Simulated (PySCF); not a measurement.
**Molecular orbitals of NaPb**

PBE0 at R = 2.984 Å; Na cc-pVDZ, Pb cc-pVDZ-PP with ECP60; scalar-relativistic core potentials (PySCF 2.14). State: ⁴Σ⁻ (quartet), unpaired electrons σ ↑, π ↑↑. Only the outer orbitals are listed, counted within each symmetry, core potentials removing the inner ones.

```
spin  orbital  occ.  ε (eV)  on Na (%)            main shells (%)
   α       7σ     1  -12.71          5                    95 Pb s
   α       8σ     1   -4.79         42           56 Pb p, 38 Na s
   α       4π     1   -3.96         11            89 Pb p, 9 Na p
   α       4π     1   -3.96         11            89 Pb p, 9 Na p
   α       9σ     0   -1.75         81  58 Na s, 23 Na p, 20 Pb p
   α       5π     0   -0.26         94                    93 Na p
   α       5π     0   -0.26         94                    93 Na p
   β       7σ     1  -10.85          5                    95 Pb s
   β       8σ     0   -2.15         62           60 Na s, 38 Pb p
   β       4π     0   -0.94         24           76 Pb p, 22 Na p
   β       4π     0   -0.94         24           76 Pb p, 22 Na p
```

Question: Which are the highest filled and the lowest empty level, where do they sit, and how wide is the gap?

Answer: Highest filled α 4π at -3.96 eV (in %: 89 Pb p, 9 Na p); lowest empty β 8σ at -2.15 eV (in %: 60 Na s, 38 Pb p); the gap at PBE0 is 1.81 eV.

```
bond order (Mayer)                               : 1.01
⟨S²⟩                                             : 3.753
charge on Na (Mulliken, basis-dependent)         : 0.26
charge on Na (Löwdin, basis-dependent)           : 0.21
dipole moment (positive dipole means Na(−)Pb(+)) : -6.40 D
polarisability along the bond                    : 187.7 bohr³
polarisability across the bond                   : 101.7 bohr³
```

Spin–orbit coupling is left out, which matters for elements this heavy, above all for dissociation energies. The state is the lowest determinant that a PBE0 search found; another state may lie lower at other levels.
